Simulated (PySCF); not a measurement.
**Dipole response of Ar (argon, neutral)**

[Ar], closed-shell 1S. Calculation: PySCF 2.14, in aug-cc-pVDZ-DK (5s4p2d, 27 functions); the spin-free X2C one-electron Hamiltonian (Gaussian nucleus). Coupled (time-dependent) response in atomic units; α is the mean over directions. A double-zeta set is small for polarisabilities.

```tsv
method	mean α (bohr³)	C₆ (like pair)	S(−4)
UHF	9.579	55.91	17.70
PBE	10.26	60.40	23.23
PBE0	9.999	58.66	20.86
r2SCANh	9.953	59.91	19.23
B3LYP	10.05	58.75	21.83
```

S(−4) is the Cauchy moment in α(ω) = α(0) + S(−4) ω² + …

Reference α: 11.083 ± 0.007 bohr³ (recommended; Schwerdtfeger and Nagle, table of static dipole polarizabilities (2023 update)). Published C₆: 64.20 (Chu and Dalgarno (2004); Tang, Norbeck and Certain (1976)).

α(iu) at PBE0:

| u (hartree) | α(iu) (bohr³) |
| --- | --- |
| 0 | 9.999 |
| 0.0500 | 9.947 |
| 0.100 | 9.797 |
| 0.200 | 9.259 |
| 0.300 | 8.527 |
| 0.500 | 6.938 |
| 0.750 | 5.208 |
| 1.00 | 3.910 |
| 1.50 | 2.316 |
| 2.00 | 1.486 |
| 3.00 | 0.7410 |
| 5.00 | 0.2888 |

A single London oscillator, α(iu) = α/(1 + u²/ω²), gives C₆ = (3/4) ω α². Matching the computed C₆ needs ω = 4 × 58.66 / (3 × 9.999²) = 0.782 hartree.
